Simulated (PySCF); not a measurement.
MoClF5 (singlet state).
Bonds: Mo1–Cl2, Mo1–F3, Mo1–F4, Mo1–F5, Mo1–F6, Mo1–F7.

Method: PySCF 2.14.0, PBE0-D3(BJ)/def2-SVP geometry optimisation, gas phase, def2 core potentials past Kr; density fitting, grid level 1; the optimiser is geomeTRIC in internal coordinates, started from a GFN2-xTB structure with every atom displaced at random (about 0.03 Å).

Step 0: E = -27935.5829 eV
```
atom  x, y, z in Å  |  force x, y, z in eV/Å
Mo1     0.0611   -0.0767   -0.0025   -1.303   7.049  -2.106
Cl2    -0.0356   -0.0184    2.1344   -0.046   0.013   2.706
F3     -0.0448   -0.0030   -1.8258    0.415  -0.174  -0.614
F4      1.8467    0.0102   -0.0770    1.294  -0.085  -0.084
F5     -1.7542   -0.0227   -0.1285   -0.654  -0.205   0.282
F6     -0.0142    1.7611   -0.0850    0.232   0.116   0.120
F7      0.0327   -1.7524   -0.0841    0.060  -6.715  -0.304
```

Step 1: E = -27936.0780 eV
```
atom  x, y, z in Å  |  force x, y, z in eV/Å
Mo1     0.0430   -0.0406   -0.0193   -0.421   0.086  -1.045
Cl2    -0.1283    0.0372    2.2365    0.432  -0.240  -0.264
F3      0.0294   -0.0116   -1.8718   -0.293   0.030   0.824
F4      1.8710    0.0489   -0.1934   -0.659  -0.318   0.555
F5     -1.8033   -0.0465   -0.0632    0.856   0.049  -0.286
F6      0.0462    1.8050   -0.0377   -0.114  -0.829  -0.096
F7      0.0339   -1.8946   -0.1196    0.200   1.222   0.312
```

Task: Estimate the geometry and energy of step 2. (The exact step hangs on the optimiser's Hessian estimate; all steps are aligned on step 1, rigid shifts and turns removed.)

Result: E = -27936.1615 eV, largest force 1.078 eV/Å
```
atom  x, y, z in Å  |  force x, y, z in eV/Å
Mo1     0.0282   -0.0263   -0.0306   -0.384  -0.304  -0.587
Cl2     0.0146   -0.0149    2.2346   -0.166   0.006  -0.303
F3     -0.0469    0.0209   -1.8685    0.482  -0.214   0.383
F4      1.8576    0.0011   -0.0462   -0.454   0.014  -0.206
F5     -1.8002   -0.0068   -0.1693    0.372  -0.205   0.491
F6     -0.0179    1.8026   -0.1038    0.206  -0.373   0.214
F7      0.0565   -1.8784   -0.0849   -0.057   1.076   0.007
```

The energy changes by -0.0835 eV. The first-order estimate −F·Δx gives -0.3115 eV and the mean of the old and new forces, exact on a quadratic surface, -0.0796 eV. The step makes an angle of 64° with the force vector and moves no atom by more than 0.155 Å.

The cost below is that of the whole optimisation. On one thread, Intel Xeon Platinum 8488C (x86_64), shared host, this took 2.6 min and 0.48 GiB of memory at its peak.
